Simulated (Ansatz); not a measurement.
Stepwise reaction of `[OH][SnH2][OH]` with hydrogen fluoride, as a gas-phase model of exchange steps in deposition or etching. ΔE in kJ/mol; ΔG adds harmonic PBE0-D4 terms to CCSD(T)/CBS, at 1 bar.

Calculated with Ansatz (gas phase, PBE0-D4/def2-TZVP geometries, no zero-point term in ΔE). CCSD(T)/CBS is the MP2 limit (def2-TZVPP, def2-QZVPP) plus CCSD(T) − MP2 in def2-TZVPP, frozen cores. This one scheme is used for every species. Functionals use def2-TZVPP. B3LYP here is the variant with VWN-RPA as its local correlation; programs differ in this. Elements past krypton have def2 core potentials. For Sn outer-core shells are correlated without core-valence functions, which leaves a few kJ/mol of doubt a bond. One conformer a species, not always the lowest.

| step | reaction | PBE-D4 | B3LYP-D4 | ωB97M-V | CCSD(T)/CBS | ΔG(500 K) |
| --- | --- | --- | --- | --- | --- | --- |
| 1 | `[OH][SnH2][OH]` + H–F → `[OH][SnH2][F]` + H₂O | -38.1 | -40.2 | -39.4 | -34.8 | -39.1 |

Task: Give the row of step 2, `[OH][SnH2][F]` + H–F → `[F][SnH2][F]` + H₂O. (Best estimate.)

Result: Ansatz gave: 
```json
{"step": "2", "reaction": "`[OH][SnH2][F]` + H–F → `[F][SnH2][F]` + H₂O", "PBE-D4": "-34.1", "B3LYP-D4": "-35.8", "ωB97M-V": "-35.0", "CCSD(T)/CBS": "-30.7", "ΔG(500 K)": "-27.9"}
```

Task: By hand: ΔE of the 2 steps together at CCSD(T)/CBS.

Result: (-34.8) + (-30.7) = -65.5 kJ/mol, or -32.8 kJ/mol a step.

In ΔE the steps differ by no more than 4.1 kJ/mol. All are downhill at CCSD(T)/CBS. ΔG lies between -39.1 and -27.9 kJ/mol a step. PBE-D4 differs from CCSD(T)/CBS by -3.4 to -3.3 kJ/mol a step. Isolated molecules leave out the surface, adducts and barriers. Largest T1 diagnostic: 0.014.
